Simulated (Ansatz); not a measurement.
Ansatz (an electronic-structure program) input:

Ansatz 0.2 input:
```yaml
crystal:
  periodic: [false, false, false]
  atoms:
    - {symbol: Sn, position_ang: [-0.01876508, 0.00590303, 0.48822962]}
    - {symbol: Cl, position_ang: [1.34296491, 1.56781976, -0.68648957]}
    - {symbol: Cl, position_ang: [-1.28777351, -1.58518162, -0.74947989]}
basis:
  gaussian:
    orbitals: def2-TZVPD
hamiltonian:
  xc: {name: CAM-B3LYP}
magnetization: {spin_polarized: true, initial_magnetization: 2}
output: {forces: true}
```

Q: What final total energy does it print?

A: -1134.75333 Eh (CAM-B3LYP/def2-TZVPD). The basis has 148 functions.

This is an excited triplet: at this geometry the singlet lies 2.51 eV lower at RI-MP2/CBS(def2-TZVPPD,def2-QZVPPD)+[CCSD(T)-MP2]/def2-TZVPPD.
